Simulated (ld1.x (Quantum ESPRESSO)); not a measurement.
Transferability test, TM potential for tellurium (Te)

Te, norm-conserving Troullier–Martins (Kleinman–Bylander form), made with ld1.x (Quantum ESPRESSO) 7.5 (PW91, scalar-relativistic). Core [Kr] 4d10, reference 5s2 5p4. Waves: 5p (bound): rc 2.10 bohr; 5d channel at 0.2 Ry: rc 2.00 bohr; 5s (bound): rc 1.85 bohr. Local part: the s channel. Core correction: a·sin(br)/r model core inside 0.85 bohr.

Energies are relative to the spin-unpolarised reference configuration 5s2 5p4; without spin polarisation the order of configurations can differ from experiment.

```tsv
valence configuration	charge	ΔE all-electron (eV)	error AE − PS (meV)
5s2 5p3	+1	9.785	-4.1
5s2 5p2	+2	27.784	-22
5s2 5p1	+3	54.777	-81
5s2 5p0	+4	91.371	-226
5s0 5p6	0	18.757	-42
5s1 5p4	+1	19.653	-20
```

Task: What are ΔE and the potential's error for 5s1 5p5?

Result: ΔE = 9.281 eV all-electron; the error (AE − PS) is -11 meV.

Levels in the configuration 5s1 5p5:

```csv
level,all-electron (eV),pseudo (eV)
5s,-15.933,-15.956
5p,-6.552,-6.554
```

Note: ghost state, extra bound levels that the all-electron valence spectrum of the same l lacks: d at -188.9 eV. A true bound ghost makes a file unfit for plane-wave use.
